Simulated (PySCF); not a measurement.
Predicted microwave data (PBE0/pcSseg-1 in PySCF (dipole) on a GFN2-xTB geometry, gas phase) for one isomer of C8H13P:

| Item | Value |
| --- | --- |
| Rotational constants | A = 1893, B = 1227, C = 1013 MHz |
| Dipole components | \|μa\| = 0.23 D, \|μb\| = 0.48 D, \|μc\| = 1.10 D |
| Inertial defect | -179.68 u·Å² |
| κ | -0.51 |

Question: Which structure is it? (One computed conformer of each.)
A. `[CH2:1]=[C:2]([CH3:3])[P:4]1[CH2:5][CH2:6][CH:7]=[C:8]1[CH3:9]` with C1–C2–P4–C5 -96°, C2–P4–C5–C6 79°, P4–C5–C6–C7 25°, C5–C6–C7–C8 -18°, C2–P4–C8–C7 -87°
B. `[CH2:1]=[CH:2][P@:3]1(=[CH:4][CH3:5])[CH:6]=[CH:7][CH2:8][CH2:9]1` with C1–C2–P3–C4 101°, C2–P3–C6–C7 -91°, C6–C7–C8–C9 -18°, C7–C8–C9–P3 24°, C2–P3–C9–C8 85°
C. `[CH3:1][CH2:2][P:3]1[CH:4]=[CH:5][CH:6]([CH3:7])[CH:8]=[CH:9]1` with C1–C2–P3–C4 176°, C2–P3–C4–C5 -135°, C4–C5–C6–C7 -82°, C5–C6–C8–C9 -39°, C2–P3–C9–C8 134°

Answer: A. It is C=C(C)P1CCC=C1C, an asymmetric top, point group C1. The candidates at the same level (rigid rotor, commonest isotopes):

| SMILES | A (MHz) | B (MHz) | C (MHz) | μa (D) | μb (D) | μc (D) | Δ (u·Å²) | point group | rotor |
| --- | --- | --- | --- | --- | --- | --- | --- | --- | --- |
| C=C[P@]1(=CC)C=CCC1 | 1721 | 1257 | 954.7 | 2.66 | 0.93 | 1.30 | -166.48 | C1 | asymmetric top |
| CCP1C=CC(C)C=C1 | 3052 | 901.7 | 814.4 | 0.09 | 0.01 | 1.07 | -105.53 | C1 | near-prolate asymmetric top |
| C=C(C)P1CCC=C1C | 1893 | 1227 | 1013 | 0.23 | 0.48 | 1.10 | -179.68 | C1 | asymmetric top |

`C=C[P@]1(=CC)C=CCC1` has A 9 % too low; `CCP1C=CC(C)C=C1` has A 61 % too high. No structure here is proved a minimum.
